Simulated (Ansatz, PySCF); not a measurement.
Reaction (SMILES): BN (BNH4) -> [BH]N + H atom (the B-H bond at the site shown breaks; other sites are not compared here)
Each molecule is optimised on its own at B3LYP-D3(BJ)/def2-TZVP (Ansatz, an electronic-structure program), one conformer each, not searched for the lowest.
Geometry of the first species:
```
B
N 1 1.3876
H 2 1.0069 1 123.31
H 2 1.0069 3 113.37 1 180.00
H 1 1.1928 2 119.04 3 0.00
H 1 1.1928 5 121.92 2 180.00
```

Property: bond dissociation energy (enthalpy at 298 K, with B3LYP-D3(BJ) rigid-rotor harmonic-oscillator terms from PySCF), in eV. Correlated levels leave the core frozen unless marked. UHF or UKS for open shells. No spin-orbit coupling. No relativistic terms. Basis-set limits of correlation are two-point, X^-3; Hartree-Fock from the larger set.

CCSD(T)/CBS(def2-TZVPPD,def2-QZVPPD) (Ansatz) gives 4.60 eV.

Task: Another calculation gave 4.57 eV. Which level was it?
(A) HF/def2-TZVPD (PySCF)
(B) r2SCAN/def2-TZVPD (Ansatz)
(C) SVWN5/def2-TZVPD (Ansatz)
(D) wB97X/def2-TZVPD (Ansatz)

Result: D, wB97X/def2-TZVPD (Ansatz). The others give 4.81 (SVWN5), 4.35 (r2SCAN), 3.59 (HF) eV.
